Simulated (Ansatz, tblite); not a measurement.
Cost and result up the ladder for Si₅Cl₂ (the lowest singlet isomer of a short search) (7 atoms). Total charge 0; singlet. Geometry: r2SCAN-D4/def2-SVP.

Cartesian coordinates in Å:
```
Si -2.156 -0.408 -0.016
Si -0.063 -0.383 -1.184
Si 2.023 1.094 1.892
Si 0.003 0.980 0.829
Si 1.916 -0.155 -0.034
Cl -1.667 -1.890 1.447
Cl -0.056 0.761 -2.934
```

Ansatz on 4 threads of Intel Xeon on a shared host; xTB runs through tblite on one thread. Times are rough, summed over both states, and most runs start from the orbitals of an earlier one. No level here is sound enough to serve as a yardstick. The other state is a doublet.

The xTB rows come from tblite. Correlated methods freeze 35 core orbitals. The rows differ in basis, and correlated rows in double-zeta sets carry the largest basis error. The structure comes from a short search, and lower isomers may exist.

Run but left out: HF/def2-SVP (singlet: restricted singlet, unstable towards broken spin symmetry); MP2/def2-SVP (charge +1 doublet: ⟨S²⟩ 0.99, where a pure state has 0.75).

Correlated methods converge slowly with the basis, most of all in double-zeta sets.

Raw xTB energies of ions are shifted by several eV.

```csv
level,functions,vertical IE (eV),remarks
PBE-D4/def2-TZVP (with forces),259,7.69,–
revPBE-D4/def2-TZVP,259,7.66,restricted SCF unstable in HF (singlet)
PBE0-D4/def2-TZVP,259,7.87,restricted SCF unstable in HF (singlet)
GFN1-xTB,63,10.83,–
GFN2-xTB,63,9.84,–
CCSD(T)/def2-SVP,126,7.77,"restricted SCF unstable (singlet), spin-contaminated (⟨S²⟩ 0.99) (+1 doublet)"
```

Problem. Estimate how long each takes.

Solution. GFN1-xTB 0.092 s; GFN2-xTB 0.16 s; revPBE-D4/def2-TZVP 27 s; PBE-D4/def2-TZVP (with forces) 31 s; CCSD(T)/def2-SVP 91 s; PBE0-D4/def2-TZVP 95 s. On shared hardware such times vary by a factor of up to 3.
